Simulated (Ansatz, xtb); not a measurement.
## C5H6BNO: which of two isomers lies lower

Structure a: `Bc1nc(C=C)co1`, a singlet. Structure b: `Bc1cnc(C=C)o1`, a singlet. Both are isolated molecules in the gas phase, relaxed with B3LYP-D3(BJ)/def2-SVP; each stands in its lowest conformer found.

Energies in hartree; the thermal terms are from GFN2-xTB frequencies at re-optimised GFN2-xTB minima (ideal gas, soft modes damped towards free rotors, one conformer each, 298.15 K, 1 atm) and include the zero-point energy:

```
                              a           b
E, CCSD(T)/def2-SVP  −347.677278  −347.687391
    E, MP2/def2-SVP  −347.583867  −347.592579
  E, MP2/def2-TZVPP  −348.217382  −348.226120
  zero-point energy     0.099135     0.099500
       H(298 K) − E     0.107764     0.108061
       G(298 K) − E     0.067246     0.067689
```

**Question.** Correct the CCSD(T) difference for the basis set by the MP2 change, then work out ΔE, ΔE₀, ΔH and ΔG for a → b in kJ/mol (1 Eh = 2625.50 kJ/mol) and the equilibrium ratio [b]/[a].

**Answer.** 1. Differences b − a: CCSD(T) −0.010113, MP2 in the small set −0.008712, MP2 in the large set −0.008738 Eh.
2. ΔE = −0.010113 + (−0.008738 − (−0.008712)) = −0.010139 Eh = −26.62 kJ/mol.
3. ΔE₀ = ΔE + ΔZPE = −0.010139 + (+0.000365) Eh = −25.66 kJ/mol.
4. ΔH = ΔE + (+0.000297) Eh = −25.84 kJ/mol.
5. ΔG = ΔE + (+0.000443) Eh = −25.46 kJ/mol, so ΔS = (ΔH − ΔG)/T = −1.3 J/(mol K).
6. kT = 0.9442 mEh, so K = [b]/[a] = exp(−ΔG/kT) = exp(+10.27) ≈ 2.9 × 10^4.

Structure b is favoured at this temperature. An error of 4 kJ/mol in ΔG would change K by a factor of 5. Mirror images and further conformers aren't counted.

As drawn, both hold the same kinds of bond in the same numbers.

Other levels gave ΔE = −19.3 (GFN2-xTB); −17.8 (HF/STO-3G, GFN2-xTB geometries); −28.1 (r2SCAN-D4/def2-SVP, GFN2-xTB geometries); −27.3 (B3LYP-D3(BJ)/def2-SVP); −38.4 (HF/def2-SVP); −22.9 (MP2/def2-SVP); −26.6 (CCSD(T)/def2-SVP) kJ/mol. The correlated steps freeze 8 core orbitals. Programs: Ansatz 0.2.0, xtb 6.7.1.
